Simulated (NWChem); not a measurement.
Molecule: CH2F2OSi; SMILES O=C[SiH](F)F

```xyz
7

O      0.2253    -2.2903     0.0000
C     -0.4844    -1.2999     0.0000
Si     0.3263     0.4536     0.0000
F     -0.1905     1.2716     1.3118
F     -0.1905     1.2716    -1.3118
H     -1.6180    -1.3934     0.0000
H      1.8147     0.3746     0.0000
```
Atoms are numbered in this order, from 1.

Coordinates come from a PBE-D3(BJ)/def2-SVP optimisation.

 Unshifted, non-relativistic core excitations; the lowest 4 roots alone, so stronger bands may lie above.

Q: List the first O K-edge excitations from PBE/6-311G** (spherical d), restricted-window TDA (NWChem).

A: 
```csv
state,energy (eV),dipole oscillator strength,leading excitation (squared amplitude)
S1,508.0,0.0331,1s of atom 1 or its equivalents → LUMO (1.00)
S2,510.8,0.0017,1s of atom 1 or its equivalents → LUMO+1 (1.00)
S3,511.4,0.0005,1s of atom 1 or its equivalents → LUMO+2 (1.00)
S4,511.4,0.0033,1s of atom 1 or its equivalents → LUMO+3 (1.00)
```
